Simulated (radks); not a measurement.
Ge+, 31 electrons, occupied as [Ar] 3d10 4s2 4p1 (the NIST ground configuration).

Method: Dirac Kohn-Sham, PBE, spin-unpolarised, spherical densities, finite nucleus; open shells fill j = l - 1/2 first; Fermi nuclear charge, rms radius 4.0742 fm; computed with a radial shooting solver on a logarithmic mesh with Libxc functionals.

Energy parts (eV):
total: -57107.232
kinetic: 58317.537
electron-nucleus: -137547.997
Hartree: 24282.679
exchange-correlation: -2159.452

Orbitals (lengths in bohr, moments of r in powers of bohr):
\begin{tabular}{lrrr}
orbital & occ. & eigenvalue (eV) & <r^2> \\ \hline
1s1/2 & 2 & -10966.76 & 0.002973 \\
2s1/2 & 2 & -1380.176 & 0.05197 \\
2p1/2 & 2 & -1228.620 & 0.04034 \\
2p3/2 & 4 & -1196.746 & 0.04183 \\
3s1/2 & 2 & -177.3762 & 0.4495 \\
3p1/2 & 2 & -127.4132 & 0.4821 \\
3p3/2 & 4 & -123.1371 & 0.4983 \\
3d3/2 & 4 & -38.5820 & 0.6865 \\
3d5/2 & 6 & -37.9964 & 0.6966 \\
4s1/2 & 2 & -19.8065 & 4.729 \\
4p1/2 & 1 & -11.3659 & 7.449 \\
4p3/2 & 0 & -11.1229 & 7.677 \\
\end{tabular}

The highest occupied level is 4p1/2 at -11.366 eV. For comparison, the ionisation energy in NIST's Atomic Spectra Database is 15.935 eV (measured). In exact Kohn-Sham theory the highest level is minus the ionisation energy, but local and semilocal functionals leave it too shallow, through self-interaction and a potential that decays too fast; potentials with the right tail come closer. The density falls to 0.001 e/bohr^3 at r = 3.93 bohr. The electron density at the nucleus is 3.173e+04 e/bohr^3.

Beside tabulated values, note that spin-unpolarised runs miss the spin-polarisation part of the exchange energy of open shells.
